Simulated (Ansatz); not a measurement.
CH₇AlGeO (`C[O][AlH][GeH3]`). Total charge 0; spin multiplicity 1. Correlated methods include outer-core shells of Ge, which these sets cover unevenly. Scalar relativity is left out up to krypton.

| atom | x (Å) | y (Å) | z (Å) |
| --- | --- | --- | --- |
| C1 | 0.832 | -1.032 | 1.595 |
| O2 | -0.217 | -1.417 | 0.755 |
| Al3 | -1.014 | -0.732 | -0.563 |
| Ge4 | -0.314 | 1.501 | -1.375 |
| H5 | 1.645 | -1.763 | 1.539 |
| H6 | 0.486 | -0.994 | 2.633 |
| H7 | 1.241 | -0.048 | 1.335 |
| H8 | -2.177 | -1.599 | -1.189 |
| H9 | 0.086 | 1.467 | -2.864 |
| H10 | -1.456 | 2.532 | -1.260 |
| H11 | 0.888 | 2.086 | -0.606 |

Q: Give the diagnostics of a CCSD(T)/def2-TZVPP run (frozen core, Ansatz 0.2.0). (An estimate is asked.)

A: Ansatz gave: T1 = 0.0130, largest single amplitude 0.029, largest double 0.023, (T) share of the correlation energy 3.4 %, 10 CCSD cycles. The RHF solution is stable towards an unrestricted one. T1 lies under the customary mark of 0.02 for closed shells.
